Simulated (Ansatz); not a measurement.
Species: AlCl$_{2}$I, SMILES `[Cl][Al]([Cl])[I]` (charge 0, multiplicity 1).

Task: Give a relaxed geometry from PBE0-D3(BJ)/def2-TZVP (Ansatz, a first-principles code).

Result: the end point of this relaxation (outside a Z-matrix the atoms follow the SMILES, hydrogens last).
Z-matrix (Å, degrees):
```
Al
Cl 1 2.0737
Cl 1 2.0737 2 119.15
I 1 2.4387 2 120.43 3 -180.00
```
